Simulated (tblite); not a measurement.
A geometry optimisation, step by step.

Species: C2H12Ge2OSi.
Numbering: `[CH3:1][O:2][Ge@@H:3]([CH3:4])[SiH2:5][GeH3:6]` (hydrogens: H7, H8, H9 on C1; H10 on Ge3; H11, H12, H13 on C4; H14, H15 on Si5; H16, H17, H18 on Ge6)

Computed with GFN2-xTB (tblite), gas phase: L-BFGS steps from a force-field or distance-geometry start until the largest atomic force falls under 0.01 eV/Å. 6 of its 179 geometries are shown.

Step 0: E = -544.9882 eV, largest atomic force 1.281 eV/Å
```
atom  x, y, z in Å  |  force x, y, z in eV/Å
C1     -1.910    1.931   -0.001    0.024   0.168   0.710
O2     -1.476    1.017   -0.971    0.317  -0.101   0.224
Ge3    -0.573   -0.253   -0.031    0.659  -0.177  -0.277
C4     -1.712   -1.801    0.241   -0.532  -0.040   1.165
Si5     1.435   -0.784   -1.012    0.528   0.065  -0.672
Ge6     3.052    0.274    0.267   -0.328  -0.015   0.187
H7     -2.647    2.643   -0.421    0.368  -0.475   0.217
H8     -1.023    2.474    0.419   -0.796  -0.019  -0.282
H9     -2.321    1.308    0.832   -0.348   1.093  -0.250
H10    -0.309    0.333    1.391   -0.120   0.068  -0.193
H11    -2.698   -1.409    0.602    0.613  -0.788  -0.348
H12    -1.236   -2.419    1.053   -0.708   0.366  -0.941
H13    -1.812   -2.350   -0.694   -0.200  -0.121   0.336
H14     1.649   -2.232   -1.042   -0.058  -0.037  -0.032
H15     1.544   -0.277   -2.389   -0.063  -0.153   0.062
H16     4.459   -0.305    0.042   -0.325   0.462   0.326
H17     2.595    0.062    1.755    0.601   0.309  -0.612
H18     2.975    1.792   -0.053    0.367  -0.604   0.382
```

Step 36: E = -545.7136 eV, largest atomic force 0.153 eV/Å
```
atom  x, y, z in Å  |  force x, y, z in eV/Å
C1     -1.974    1.998   -0.042   -0.032   0.039  -0.051
O2     -1.180    0.985   -0.612   -0.050  -0.010   0.088
Ge3    -0.488   -0.454    0.211   -0.032   0.020  -0.096
C4     -1.862   -1.895    0.286   -0.003   0.060   0.022
Si5     1.464   -0.705   -1.046    0.122  -0.010   0.035
Ge6     3.176    0.299    0.187    0.064   0.038   0.026
H7     -2.558    2.451   -0.844   -0.014   0.020  -0.080
H8     -1.339    2.769    0.402   -0.006  -0.007   0.050
H9     -2.672    1.640    0.719    0.103  -0.113  -0.001
H10    -0.267   -0.011    1.669   -0.026   0.022   0.058
H11    -2.789   -1.462    0.649   -0.088  -0.110   0.032
H12    -1.545   -2.681    0.966   -0.063   0.027  -0.024
H13    -2.049   -2.338   -0.691    0.037   0.073   0.036
H14     1.800   -2.127   -1.156   -0.017  -0.075  -0.061
H15     1.383   -0.155   -2.397   -0.035   0.009  -0.030
H16     4.565   -0.234   -0.033   -0.023   0.023   0.010
H17     2.982    0.144    1.668    0.038  -0.020   0.023
H18     3.346    1.782    0.051    0.023   0.016  -0.037
```

Step 71: E = -545.7583 eV, largest atomic force 0.086 eV/Å
```
atom  x, y, z in Å  |  force x, y, z in eV/Å
C1     -2.046    1.894   -0.095    0.001   0.023   0.013
O2     -0.996    1.040   -0.470   -0.016   0.031   0.005
Ge3    -0.460   -0.453    0.361   -0.002  -0.068   0.014
C4     -1.949   -1.785    0.270    0.037   0.026   0.007
Si5     1.504   -0.701   -0.908   -0.004   0.041   0.076
Ge6     3.333    0.283    0.181    0.026   0.023  -0.012
H7     -2.540    2.259   -0.998    0.006  -0.057  -0.025
H8     -1.650    2.755    0.449    0.004  -0.006   0.049
H9     -2.786    1.395    0.534   -0.018   0.005  -0.007
H10    -0.341   -0.091    1.867    0.004   0.018  -0.060
H11    -2.858   -1.360    0.695    0.006  -0.031  -0.044
H12    -1.707   -2.688    0.823    0.008   0.044  -0.014
H13    -2.143   -2.060   -0.765   -0.024   0.028   0.040
H14     1.764   -2.125   -1.156    0.021  -0.024   0.006
H15     1.333   -0.061   -2.212   -0.006  -0.014  -0.026
H16     4.684   -0.260   -0.190   -0.014  -0.023  -0.021
H17     3.360    0.211    1.682   -0.035  -0.018  -0.010
H18     3.488    1.752   -0.081    0.007   0.003   0.008
```

Step 107: E = -545.7696 eV, largest atomic force 0.033 eV/Å
```
atom  x, y, z in Å  |  force x, y, z in eV/Å
C1     -2.125    1.855   -0.082   -0.001  -0.007  -0.015
O2     -0.982    1.111   -0.420    0.014   0.001  -0.003
Ge3    -0.435   -0.396    0.378   -0.012   0.005   0.026
C4     -1.933   -1.704    0.246   -0.006   0.007  -0.001
Si5     1.527   -0.710   -0.871   -0.001   0.021   0.011
Ge6     3.386    0.285    0.147    0.001  -0.002  -0.013
H7     -2.550    2.261   -1.002    0.009   0.012  -0.002
H8     -1.856    2.683    0.579    0.001   0.002   0.013
H9     -2.886    1.249    0.414   -0.014   0.000   0.000
H10    -0.313   -0.052    1.884    0.000  -0.003  -0.015
H11    -2.836   -1.299    0.697   -0.006  -0.015   0.010
H12    -1.691   -2.635    0.749    0.000  -0.001   0.002
H13    -2.144   -1.922   -0.798    0.003  -0.007   0.000
H14     1.772   -2.154   -1.012    0.015   0.003   0.005
H15     1.343   -0.186   -2.224    0.010   0.008  -0.026
H16     4.706   -0.312   -0.254   -0.004   0.003  -0.006
H17     3.417    0.181    1.643    0.002  -0.009   0.032
H18     3.591    1.753   -0.086   -0.012  -0.017  -0.020
```

Step 142: E = -545.7860 eV, largest atomic force 0.061 eV/Å
```
atom  x, y, z in Å  |  force x, y, z in eV/Å
C1     -2.188    1.857   -0.133   -0.026  -0.005  -0.021
O2     -1.007    1.150   -0.410    0.024   0.009  -0.004
Ge3    -0.459   -0.334    0.425   -0.018  -0.019   0.019
C4     -1.906   -1.701    0.289   -0.008   0.001   0.008
Si5     1.512   -0.697   -0.795    0.009  -0.003  -0.008
Ge6     3.439    0.272    0.115    0.003  -0.014  -0.002
H7     -2.277    2.651   -0.880    0.008  -0.024   0.056
H8     -2.162    2.306    0.865    0.006  -0.011  -0.037
H9     -3.067    1.211   -0.200   -0.009   0.020   0.001
H10    -0.375    0.043    1.923   -0.003   0.006  -0.010
H11    -2.796   -1.394    0.835    0.025  -0.002  -0.001
H12    -1.572   -2.652    0.692   -0.016   0.019   0.008
H13    -2.181   -1.854   -0.753    0.013   0.016   0.001
H14     1.724   -2.151   -0.862    0.017  -0.004  -0.013
H15     1.345   -0.242   -2.176   -0.007   0.000  -0.008
H16     4.705   -0.364   -0.381    0.009  -0.011  -0.007
H17     3.589    0.178    1.606   -0.012   0.021  -0.003
H18     3.665    1.726   -0.173   -0.016   0.001   0.022
```

Step 178: E = -545.7914 eV, largest atomic force 0.010 eV/Å
```
atom  x, y, z in Å  |  force x, y, z in eV/Å
C1     -2.157    1.832   -0.144   -0.004  -0.005   0.002
O2     -0.992    1.114   -0.460    0.003   0.000   0.002
Ge3    -0.437   -0.361    0.390    0.002   0.002   0.001
C4     -1.919   -1.694    0.339    0.003   0.002  -0.001
Si5     1.522   -0.715   -0.856    0.000  -0.003  -0.004
Ge6     3.405    0.279    0.116   -0.005   0.004   0.000
H7     -2.166    2.732   -0.761    0.000   0.000  -0.003
H8     -2.176    2.126    0.909    0.005   0.003   0.008
H9     -3.057    1.248   -0.357    0.001   0.000  -0.005
H10    -0.311    0.066    1.872   -0.004   0.000   0.001
H11    -2.790   -1.323    0.875   -0.003   0.001   0.000
H12    -1.617   -2.632    0.794    0.000  -0.002   0.002
H13    -2.208   -1.891   -0.691    0.000  -0.002   0.000
H14     1.764   -2.162   -0.960   -0.004   0.000   0.001
H15     1.341   -0.227   -2.224    0.006   0.002   0.000
H16     4.712   -0.316   -0.327   -0.003   0.001   0.000
H17     3.486    0.184    1.613    0.000  -0.003   0.000
H18     3.592    1.744   -0.140    0.002   0.001  -0.002
```

Q: Summarise the path.

A: The energy falls by 0.8032 eV from step 0 to step 178; nine tenths of that is first reached at step 36. It falls at every step. The largest force goes from 1.281 to 0.010 eV/Å. Among the bonds Ge6–H17 changes most, from 1.571 to 1.502 Å; the atoms move by 0.649 Å rms after alignment.

Q: Follow the three bonds and two angles with the largest change from start to end.

A: 
```json
{"step": "0", "E above end (eV)": "0.8032", "largest force (eV/Å)": "1.281", "Ge6–H17 (Å)": "1.571", "Ge6–H18 (Å)": "1.554", "Ge3–C4 (Å)": "1.941", "C1–O2–Ge3 (°)": "104.5", "O2–Ge3–Si5 (°)": "112.0"}
{"step": "8", "E above end (eV)": "0.2319", "largest force (eV/Å)": "0.329", "Ge6–H17 (Å)": "1.514", "Ge6–H18 (Å)": "1.500", "Ge3–C4 (Å)": "1.988", "C1–O2–Ge3 (°)": "114.1", "O2–Ge3–Si5 (°)": "111.9"}
{"step": "15", "E above end (eV)": "0.1554", "largest force (eV/Å)": "0.175", "Ge6–H17 (Å)": "1.504", "Ge6–H18 (Å)": "1.500", "Ge3–C4 (Å)": "1.993", "C1–O2–Ge3 (°)": "118.1", "O2–Ge3–Si5 (°)": "110.7"}
{"step": "23", "E above end (eV)": "0.1262", "largest force (eV/Å)": "0.199", "Ge6–H17 (Å)": "1.503", "Ge6–H18 (Å)": "1.501", "Ge3–C4 (Å)": "1.991", "C1–O2–Ge3 (°)": "122.8", "O2–Ge3–Si5 (°)": "108.9"}
{"step": "31", "E above end (eV)": "0.1024", "largest force (eV/Å)": "0.154", "Ge6–H17 (Å)": "1.496", "Ge6–H18 (Å)": "1.494", "Ge3–C4 (Å)": "1.984", "C1–O2–Ge3 (°)": "126.8", "O2–Ge3–Si5 (°)": "105.7"}
{"step": "39", "E above end (eV)": "0.0664", "largest force (eV/Å)": "0.254", "Ge6–H17 (Å)": "1.500", "Ge6–H18 (Å)": "1.500", "Ge3–C4 (Å)": "1.995", "C1–O2–Ge3 (°)": "129.1", "O2–Ge3–Si5 (°)": "97.3"}
{"step": "46", "E above end (eV)": "0.0535", "largest force (eV/Å)": "0.085", "Ge6–H17 (Å)": "1.502", "Ge6–H18 (Å)": "1.501", "Ge3–C4 (Å)": "1.996", "C1–O2–Ge3 (°)": "127.8", "O2–Ge3–Si5 (°)": "94.4"}
{"step": "54", "E above end (eV)": "0.0473", "largest force (eV/Å)": "0.121", "Ge6–H17 (Å)": "1.500", "Ge6–H18 (Å)": "1.501", "Ge3–C4 (Å)": "2.000", "C1–O2–Ge3 (°)": "128.3", "O2–Ge3–Si5 (°)": "93.3"}
{"step": "62", "E above end (eV)": "0.0402", "largest force (eV/Å)": "0.063", "Ge6–H17 (Å)": "1.501", "Ge6–H18 (Å)": "1.500", "Ge3–C4 (Å)": "1.999", "C1–O2–Ge3 (°)": "127.7", "O2–Ge3–Si5 (°)": "93.7"}
{"step": "70", "E above end (eV)": "0.0343", "largest force (eV/Å)": "0.088", "Ge6–H17 (Å)": "1.505", "Ge6–H18 (Å)": "1.501", "Ge3–C4 (Å)": "2.000", "C1–O2–Ge3 (°)": "127.4", "O2–Ge3–Si5 (°)": "95.1"}
{"step": "77", "E above end (eV)": "0.0280", "largest force (eV/Å)": "0.076", "Ge6–H17 (Å)": "1.507", "Ge6–H18 (Å)": "1.501", "Ge3–C4 (Å)": "1.991", "C1–O2–Ge3 (°)": "127.0", "O2–Ge3–Si5 (°)": "95.8"}
{"step": "85", "E above end (eV)": "0.0245", "largest force (eV/Å)": "0.034", "Ge6–H17 (Å)": "1.502", "Ge6–H18 (Å)": "1.499", "Ge3–C4 (Å)": "1.994", "C1–O2–Ge3 (°)": "126.6", "O2–Ge3–Si5 (°)": "96.4"}
{"step": "93", "E above end (eV)": "0.0232", "largest force (eV/Å)": "0.027", "Ge6–H17 (Å)": "1.502", "Ge6–H18 (Å)": "1.498", "Ge3–C4 (Å)": "1.995", "C1–O2–Ge3 (°)": "126.2", "O2–Ge3–Si5 (°)": "96.7"}
{"step": "101", "E above end (eV)": "0.0227", "largest force (eV/Å)": "0.027", "Ge6–H17 (Å)": "1.503", "Ge6–H18 (Å)": "1.499", "Ge3–C4 (Å)": "1.994", "C1–O2–Ge3 (°)": "125.9", "O2–Ge3–Si5 (°)": "97.0"}
{"step": "108", "E above end (eV)": "0.0216", "largest force (eV/Å)": "0.048", "Ge6–H17 (Å)": "1.500", "Ge6–H18 (Å)": "1.500", "Ge3–C4 (Å)": "1.993", "C1–O2–Ge3 (°)": "125.9", "O2–Ge3–Si5 (°)": "97.7"}
{"step": "116", "E above end (eV)": "0.0179", "largest force (eV/Å)": "0.050", "Ge6–H17 (Å)": "1.501", "Ge6–H18 (Å)": "1.499", "Ge3–C4 (Å)": "1.992", "C1–O2–Ge3 (°)": "126.2", "O2–Ge3–Si5 (°)": "97.5"}
{"step": "124", "E above end (eV)": "0.0134", "largest force (eV/Å)": "0.062", "Ge6–H17 (Å)": "1.501", "Ge6–H18 (Å)": "1.500", "Ge3–C4 (Å)": "1.993", "C1–O2–Ge3 (°)": "125.5", "O2–Ge3–Si5 (°)": "98.2"}
{"step": "132", "E above end (eV)": "0.0084", "largest force (eV/Å)": "0.052", "Ge6–H17 (Å)": "1.503", "Ge6–H18 (Å)": "1.498", "Ge3–C4 (Å)": "1.992", "C1–O2–Ge3 (°)": "126.4", "O2–Ge3–Si5 (°)": "98.4"}
{"step": "139", "E above end (eV)": "0.0065", "largest force (eV/Å)": "0.044", "Ge6–H17 (Å)": "1.503", "Ge6–H18 (Å)": "1.501", "Ge3–C4 (Å)": "1.993", "C1–O2–Ge3 (°)": "125.6", "O2–Ge3–Si5 (°)": "98.4"}
{"step": "147", "E above end (eV)": "0.0040", "largest force (eV/Å)": "0.039", "Ge6–H17 (Å)": "1.501", "Ge6–H18 (Å)": "1.500", "Ge3–C4 (Å)": "1.994", "C1–O2–Ge3 (°)": "125.3", "O2–Ge3–Si5 (°)": "98.0"}
{"step": "155", "E above end (eV)": "0.0021", "largest force (eV/Å)": "0.036", "Ge6–H17 (Å)": "1.502", "Ge6–H18 (Å)": "1.500", "Ge3–C4 (Å)": "1.993", "C1–O2–Ge3 (°)": "124.3", "O2–Ge3–Si5 (°)": "98.1"}
{"step": "163", "E above end (eV)": "0.0015", "largest force (eV/Å)": "0.018", "Ge6–H17 (Å)": "1.501", "Ge6–H18 (Å)": "1.500", "Ge3–C4 (Å)": "1.994", "C1–O2–Ge3 (°)": "124.5", "O2–Ge3–Si5 (°)": "98.3"}
{"step": "170", "E above end (eV)": "0.0007", "largest force (eV/Å)": "0.026", "Ge6–H17 (Å)": "1.503", "Ge6–H18 (Å)": "1.500", "Ge3–C4 (Å)": "1.994", "C1–O2–Ge3 (°)": "124.6", "O2–Ge3–Si5 (°)": "97.6"}
{"step": "178", "E above end (eV)": "0.0000", "largest force (eV/Å)": "0.010", "Ge6–H17 (Å)": "1.502", "Ge6–H18 (Å)": "1.499", "Ge3–C4 (Å)": "1.994", "C1–O2–Ge3 (°)": "124.8", "O2–Ge3–Si5 (°)": "97.5"}
```

What follows is the cost of the whole relaxation. Hardware: an Arm Neoverse N1 with one thread, on a shared host. Cost: 2.5 s wall.
